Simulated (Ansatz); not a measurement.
Two structures, one formula

The two ends of one reaction step of AlNH₆O₃, singlet (PBE0-D4/def2-TZVP).

A:

```csv
atom,x (Å),y (Å),z (Å)
Al1,0.1344,-0.5094,0.0024
O2,1.2267,-0.5148,-1.3299
O3,0.8113,-0.6157,1.5831
O4,-1.4209,-1.2087,-0.2429
H5,0.1906,1.9449,-0.6735
N6,-0.3799,1.4379,-0.0053
H7,1.0959,-1.1124,-2.0628
H8,1.7013,-0.9372,1.7091
H9,-1.7628,-1.8592,0.3664
H10,-1.3559,1.5376,-0.2632
H11,-0.2406,1.8373,0.9167
```

B:

```
11
angstrom
Al -0.0241 -0.2021 0.3682
O 1.0664 -0.1498 -1.2878
O 0.9869 -0.5039 1.7099
O -1.0360 -1.4137 -0.3288
H 0.8287 0.7672 -1.5141
N -0.5219 1.5276 0.1892
H 0.6077 -0.7349 -1.9056
H 1.4216 -1.3405 1.8554
H -1.6637 -1.9363 0.1632
H -1.4578 1.7662 -0.1018
H -0.2077 2.2203 0.8523
```

Ansatz 0.2.0; basis: def2-TZVPP; cores frozen in the correlated methods. B3LYP uses VWN-RPA correlation.

Task: Which structure is lower at CCSD(T), and by how much? (Judge from chemistry; the value comes from the calculation.)

Result: By the calculation: A, by 21.78 kcal/mol (electronic energy, against the other). By their contacts, A is AlNH₆O₃ ([NH3][Al]([OH])([OH])[OH]) and B is AlNH₆O₃ ([NH2][Al]([OH])([OH])[OH2]).

All methods give the same order:

| method | E(B) − E(A) (kcal/mol) |
| --- | --- |
| SPW92 | 18.98 |
| PBE-D4 | 20.51 |
| BLYP-D4 | 21.41 |
| r2SCAN-D4 | 21.49 |
| B97M-V | 21.67 |
| PBE0-D4 | 21.22 |
| B3LYP-D4 | 21.88 |
| r2SCAN0-D4 | 21.78 |
| BHLYP-D4 | 22.67 |
| CAM-B3LYP-D4 | 21.89 |
| wB97X-V | 21.82 |
| wB97M-V | 21.06 |
| B2PLYP | 22.04 |
| PBE-QIDH | 21.82 |
| RPA on PBE | 21.83 |
| HF | 24.05 |
| MP2 | 21.85 |
| CCSD | 22.17 |
| CCSD(T) | 21.78 |

The T1 diagnostic stays at or below 0.011.

Labels in which every atom is bracketed show which atoms are joined, not bond orders.

For scale, one of the runs: CCSD(T)/def2-TZVPP, 250 basis functions, launched by `ansatz run in.yaml --threads 8 --pin off --events-out ev --progress --plain --max-ram 19148MiB`. The run took 98 s on 8 CPU threads of an Intel Xeon (shared host), with 5.6 GiB of host memory at its peak.
